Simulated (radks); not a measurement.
Values are calculated unless marked as measured or tabulated.
Problem. The mean radii <r> (bohr) of the occupied orbitals of an atom or ion are listed with their occupations. Code: a radial shooting solver on a logarithmic mesh with Libxc functionals. Model: non-relativistic Kohn-Sham, LB94 model potential, spin-polarised, spherical densities, point nucleus.

orbital  occ.     <r>
1s down     1  0.1032
1s up       1  0.1034
2s up       1  0.4776
2s down     1  0.4835
2p up       3  0.4235

Name the element and its charge. Open shells, if any, are filled with parallel spins first.

Solution. Z = 15, phosphorus, charge +8: P8+ in [He] 2s2 2p3. The 1s radius gives Z: for a bare nucleus <r> = 1.5/Z, 0.1 bohr for Z = 15, and screening makes it slightly larger (0.1032 here). The occupations add up to 7, and the charge is Z minus that.
